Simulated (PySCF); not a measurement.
## Cost of excited-state runs on SMILES O=C/C=C/C=C/C(Cl)=C\[O-], [C₇H₆ClO₂]-, charge -1

Mapped SMILES: `[O:1]=[CH:2]/[CH:3]=[CH:4]/[CH:5]=[CH:6]/[C:7]([Cl:8])=[CH:9]\[O-:10]`. Hydrogens are named by the atom that carries them.

PySCF with density fitting, on 1 thread of an Arm Neoverse V1, shared host. Command: `OMP_NUM_THREADS=1 python excited_run.py task.json out`

(1) How long does each of these runs take, and how much memory?
- first hyperpolarisability, CAM-B3LYP/aug-cc-pVDZ; usual settings
- excited states, CAM-B3LYP/aug-cc-pVDZ; Tamm-Dancoff; spin-orbit couplings; 6 states; 5 triplets; quadratic response for 4 states; IEF-PCM ethanol
- excited states, CAM-B3LYP/aug-cc-pVDZ; Tamm-Dancoff; spin-orbit couplings; 6 states; 5 triplets; quadratic response for 4 states
- excited states, CAM-B3LYP/aug-cc-pVDZ; two-photon moments; 8 states; quadratic response for 6 states; 0 triplets

Results:

(1) 
| run | level | basis functions | wall time | peak memory (GiB) |
| --- | --- | --- | --- | --- |
| first hyperpolarisability | CAM-B3LYP/aug-cc-pVDZ | 288 | 2.4 min | 1.3 |
| excited states | CAM-B3LYP/aug-cc-pVDZ | 288 | 2.3 min | 1.3 |
| excited states | CAM-B3LYP/aug-cc-pVDZ | 288 | 2.4 min | 1.2 |
| excited states | CAM-B3LYP/aug-cc-pVDZ | 288 | 2.6 min | 1.3 |

Times from a shared host are rough.
